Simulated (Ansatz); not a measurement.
Ansatz (an electronic-structure program) input (B3LYP-D3(BJ)/def2-TZVP):

Ansatz 0.2 input:
```yaml
crystal:
  periodic: [false, false, false]
  atoms:
    - {symbol: Sn, position_ang: [0.32181432, 0.18654991, 0.05304711]}
    - {symbol: O, position_ang: [0.73977727, -1.89345770, 0.01963032]}
    - {symbol: H, position_ang: [1.57011011, -2.38893114, 0.12455004]}
    - {symbol: O, position_ang: [-1.28156162, 1.56602977, -0.12160128]}
    - {symbol: H, position_ang: [-1.30472408, 2.53800848, -0.08398514]}
basis:
  gaussian:
    orbitals: def2-TZVP
hamiltonian:
  xc: b3lyp
  dispersion: d3bj
total_charge: 1
magnetization: {spin_polarized: true, initial_magnetization: 1}
relax: {f_tol: 0.002, max_steps: 150}
```

Output:

```
Functional definition: B3LYP
integrals: 0.04 GiB planned
822 factors; their error is unknown
mean field: 0.49 GiB planned
mean field evaluation 1: about -9919.9130 eV, gradient 9.6e1 eV
mean field evaluation 2: about -9707.1250 eV, gradient 1.9e2 eV
mean field evaluation 4: about -9952.5496 eV, gradient 1.5e1 eV
mean field evaluation 8: about -9953.3539 eV, gradient 4.7e-1 eV
mean field evaluation 16: about -9953.4262 eV, gradient 3.2e-4 eV
mean field -9953.42621716 eV, -365.7816668062 hartree, gradient 3.4e-5 eV, S^2 0.767387; 2 other end points of the search recorded, 0 dependent functions left out
the calculation of the forces begins
reference -9953.42642899 eV, -365.7816745908 hartree; 20, 19 occupied and 104, 105 virtual orbitals, 822 factors
relax step   1: F+E_penalty+E_count = -9953.55317071 eV  Δ(F+E_penalty+E_count) = +0.000e0 eV  max|allowed force component| = 1.559e0 eV/Å  Δτ_max = 0.0000 Å  (60 SCF iters, accepted)
these checks for a lower state are left out or cut short: starts, cluster_reference, orbital_swaps, neighbouring_geometries, increment
integrals: 0.04 GiB planned
822 factors; their error is unknown
mean field: 0.50 GiB planned
mean field evaluation 32: about -9953.9539 eV, gradient 1.9e-5 eV
mean field -9953.95389972 eV, -365.8010587824 hartree, gradient 1.9e-5 eV, S^2 0.763147; 0 other end points of the search recorded, 0 dependent functions left out
the calculation of the forces begins
reference -9953.95410644 eV, -365.8010663793 hartree; 20, 19 occupied and 104, 105 virtual orbitals, 822 factors
relax step   2: F+E_penalty+E_count = -9954.08475780 eV  Δ(F+E_penalty+E_count) = -5.316e-1 eV  max|allowed force component| = 7.784e-1 eV/Å  Δτ_max = 0.1946 Å  (46 SCF iters, accepted)
these checks for a lower state are left out or cut short: starts, cluster_reference, orbital_swaps, neighbouring_geometries, increment
integrals: 0.04 GiB planned
822 factors; their error is unknown
mean field: 0.51 GiB planned
mean field -9954.19268150 eV, -365.8098338509 hartree, gradient 1.7e-5 eV, S^2 0.758493; 0 other end points of the search recorded, 0 dependent functions left out
the calculation of the forces begins
reference -9954.19288422 eV, -365.8098413010 hartree; 20, 19 occupied and 104, 105 virtual orbitals, 822 factors
relax step   3: F+E_penalty+E_count = -9954.32730734 eV  Δ(F+E_penalty+E_count) = -2.425e-1 eV  max|allowed force component| = 7.715e-1 eV/Å  Δτ_max = 0.1949 Å  (44 SCF iters, accepted)
these checks for a lower state are left out or cut short: starts, cluster_reference, orbital_swaps, neighbouring_geometries, increment
integrals: 0.04 GiB planned
822 factors; their error is unknown
mean field: 0.51 GiB planned
mean field -9954.23733408 eV, -365.8114748029 hartree, gradient 2.4e-5 eV, S^2 0.759600; 0 other end points of the search recorded, 0 dependent functions left out
the calculation of the forces begins
reference -9954.23753763 eV, -365.8114822834 hartree; 20, 19 occupied and 104, 105 virtual orbitals, 822 factors
relax step   4: F+E_penalty+E_count = -9954.37239198 eV  Δ(F+E_penalty+E_count) = -4.508e-2 eV  max|allowed force component| = 1.689e-1 eV/Å  Δτ_max = 0.0875 Å  (38 SCF iters, accepted)
these checks for a lower state are left out or cut short: starts, cluster_reference, orbital_swaps, neighbouring_geometries, increment
integrals: 0.04 GiB planned
822 factors; their error is unknown
mean field: 0.51 GiB planned
mean field -9954.25918465 eV, -365.8122777966 hartree, gradient 1.5e-5 eV, S^2 0.760086; 0 other end points of the search recorded, 0 dependent functions left out
the calculation of the forces begins
reference -9954.25938853 eV, -365.8122852892 hartree; 20, 19 occupied and 104, 105 virtual orbitals, 822 factors
relax step   5: F+E_penalty+E_count = -9954.39496813 eV  Δ(F+E_penalty+E_count) = -2.258e-2 eV  max|allowed force component| = 3.436e-1 eV/Å  Δτ_max = 0.1057 Å  (40 SCF iters, accepted)
these checks for a lower state are left out or cut short: starts, cluster_reference, orbital_swaps, neighbouring_geometries, increment
integrals: 0.04 GiB planned
822 factors; their error is unknown
mean field: 0.51 GiB planned
mean field -9954.26619865 eV, -365.8125355563 hartree, gradient 1.9e-5 eV, S^2 0.760047; 0 other end points of the search recorded, 0 dependent functions left out
the calculation of the forces begins
reference -9954.26640268 eV, -365.8125430545 hartree; 20, 19 occupied and 104, 105 virtual orbitals, 822 factors
relax step   6: F+E_penalty+E_count = -9954.40187890 eV  Δ(F+E_penalty+E_count) = -6.911e-3 eV  max|allowed force component| = 4.995e-2 eV/Å  Δτ_max = 0.0338 Å  (41 SCF iters, accepted)
these checks for a lower state are left out or cut short: starts, cluster_reference, orbital_swaps, neighbouring_geometries, increment
integrals: 0.04 GiB planned
822 factors; their error is unknown
mean field: 0.51 GiB planned
mean field evaluation 64: about -9954.1945 eV, gradient 1.6e-4 eV
mean field -9954.26623362 eV, -365.8125368415 hartree, gradient 2.4e-5 eV, S^2 0.760060; 0 other end points of the search recorded, 0 dependent functions left out
the calculation of the forces begins
reference -9954.26643764 eV, -365.8125443391 hartree; 20, 19 occupied and 104, 105 virtual orbitals, 822 factors
relax step   7: F+E_penalty+E_count = -9954.40195307 eV  Δ(F+E_penalty+E_count) = -7.417e-5 eV  max|allowed force component| = 7.996e-4 eV/Å  Δτ_max = 0.0023 Å  (41 SCF iters, accepted)
integrals: 0.04 GiB planned
822 factors; their error is unknown
mean field: 0.51 GiB planned
mean field -9954.26623362 eV, -365.8125368415 hartree, gradient 5.8e-5 eV, S^2 0.760060; 3 other end points of the search recorded, 0 dependent functions left out
the calculation of the forces begins
reference -9954.26643764 eV, -365.8125443390 hartree; 20, 19 occupied and 104, 105 virtual orbitals, 822 factors
Total energy: -9954.40215709 eV, -365.8175319370 hartree
Atom 0 at     0.683617     0.400346     0.116554 Å, force    -0.000387    -0.000221     0.000027 eV/Å
Atom 1 at     0.469736    -1.528887    -0.002180 Å, force    -0.000200     0.000799     0.000113 eV/Å
Atom 2 at     1.230949    -2.127217     0.084586 Å, force    -0.000200     0.000331    -0.000168 eV/Å
Atom 3 at    -1.095090     1.151771    -0.114411 Å, force     0.000583    -0.000572     0.000167 eV/Å
Atom 4 at    -1.243795     2.112186    -0.092907 Å, force     0.000204    -0.000338    -0.000138 eV/Å
Dipole moment:     0.534427     0.315909     0.094057 e Å
```
